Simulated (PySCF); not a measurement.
Isomers of C3H5FSe. The calculation used TDDFT wB97X-D/def2-SVPD, vertical, gas phase, core orbitals frozen in the response in PySCF 2.14.0, density-fitted response routines. Geometries: PBE0-D3(BJ)/def2-SVP; one conformer of each isolated species. Triplets are in the Tamm–Dancoff approximation. 'Strongest' means the level of largest summed f among the lowest 10 singlets; it needn't be the same kind of state in each. Relativistic effects are left out although some hold elements past zinc.

Problem. Rank by computed LUMO energy, lowest first.
A. `CC(=[Se])CF`
B. `C=C(F)C[SeH]`
C. `F[C@H]1CC[Se]1`
D. `C[Se]/C=C\F`
E. `C=C[Se]CF`
F. `CCC(F)=[Se]`

Solution. A (-0.80 eV), F (-0.52 eV), C (0.86 eV), B (1.04 eV), E (1.35 eV), D (1.69 eV).

| SMILES | LUMO (eV) | T1 (eV) | f (strongest) | α (au) | gap (eV) | S1 (eV) | S1 mainly |
| --- | --- | --- | --- | --- | --- | --- | --- |
| CC(=[Se])CF | -0.80 | 1.87 | 0.22 | 68.6 | 7.45 | 2.25 | H→L (99%) |
| CCC(F)=[Se] | -0.52 | 2.36 | 0.20 | 66.9 | 8.01 | 2.73 | H→L (99%) |
| F[C@H]1CC[Se]1 | 0.86 | 3.56 | 0.05 | 62.8 | 9.20 | 4.00 | H→L (94%) |
| C=C(F)C[SeH] | 1.04 | 4.23 | 0.31 | 68.3 | 9.64 | 4.74 | H→L (83%) |
| C=C[Se]CF | 1.35 | 3.95 | 0.15 | 66.9 | 9.65 | 5.01 | H→L (66%) |
| C[Se]/C=C\F | 1.69 | 3.92 | 0.25 | 68.0 | 9.50 | 4.81 | H→L (77%) |

H and L stand for HOMO and LUMO.

- `CC(=[Se])CF`: Löwdin shares by element: HOMO selenium 78%, carbon 13% or more; LUMO carbon 51%, selenium 40%.
- `CCC(F)=[Se]`: Löwdin shares by element: HOMO selenium 78%, carbon 12% or more; LUMO carbon 45% or more, selenium 40%, fluorine 10%.
- `F[C@H]1CC[Se]1`: Löwdin shares by element: HOMO selenium 74%, carbon 17% or more; LUMO selenium 63%, carbon 25% or more.
- `C=C(F)C[SeH]`: Löwdin shares by element: HOMO selenium 77%, carbon 9% or more, hydrogen 6% or more; LUMO selenium 48%, carbon 38%.
- `C=C[Se]CF`: Löwdin shares by element: HOMO selenium 54%, carbon 39%; LUMO carbon 44%, selenium 42%.
- `C[Se]/C=C\F`: Löwdin shares by element: HOMO selenium 54%, carbon 37%; LUMO selenium 64%, carbon 18% or more, hydrogen 6% or more.
